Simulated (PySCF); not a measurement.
C4H2F2O2, SMILES O=C1COC(F)=C1F.

Geometry optimised at PBE-D3(BJ)/def2-SVP. This is a generated structure with no PubChem entry under its InChIKey; it may be hypothetical. Other conformers were not sampled.

These are PBE-D3(BJ)/def2-SVP (PySCF) values and carry that method's errors.

No scaling factor is applied to the harmonic values.

| mode | ν (cm⁻¹) | IR (km/mol) | moving atoms (share of kinetic energy) |
|---|---|---|---|
| 1 | 117 | 5.6 | F 35 %, O 35 %, C 20 %, H 10 % |
| 2 | 220 | 4.0 | O 36 %, H 29 %, C 18 %, F 17 % |
| 3 | 240 | 0.0 | F 79 %, O 18 % |
| 4 | 313 | 0.9 | C 63 %, F 22 %, O 14 % |
| 5 | 329 | 4.0 | F 47 %, O 41 %, C 12 % |
| 6 | 534 | 0.5 | C 62 %, H 26 %, O 10 % |
| 7 | 541 | 0.0 | F 41 %, O 30 %, C 28 % |
| 8 | 568 | 3.1 | C 44 %, O 26 %, F 18 %, H 12 % |
| 9 | 606 | 6.7 | C 88 % |
| 10 | 662 | 19.5 | O 44 %, C 42 %, F 10 % |
| 11 | 710 | 21.7 | F 42 %, C 29 %, O 26 % |
| 12 | 920 | 1.1 | C 55 %, H 42 % |
| 13 | 995 | 42.4 | C 50 %, O 42 % |
| 14 | 1020 | 5.8 | C 67 %, O 15 %, H 11 % |
| 15 | 1137 | 133.2 | C 71 %, F 16 % |
| 16 | 1147 | 1.0 | H 91 % |
| 17 | 1209 | 63.3 | H 44 %, C 44 % |
| 18 | 1321 | 102.8 | C 46 %, H 35 %, O 13 % |
| 19 | 1387 | 86.2 | H 70 %, C 24 % |
| 20 | 1451 | 199.3 | C 76 %, O 9 %, F 8 % |
| 21 | 1707 | 384.2 | C 90 % |
| 22 | 1796 | 145.6 | C 70 %, O 29 % |
| 23 | 3018 | 1.0 | H 95 % |
| 24 | 3086 | 0.1 | H 90 %, C 10 % |
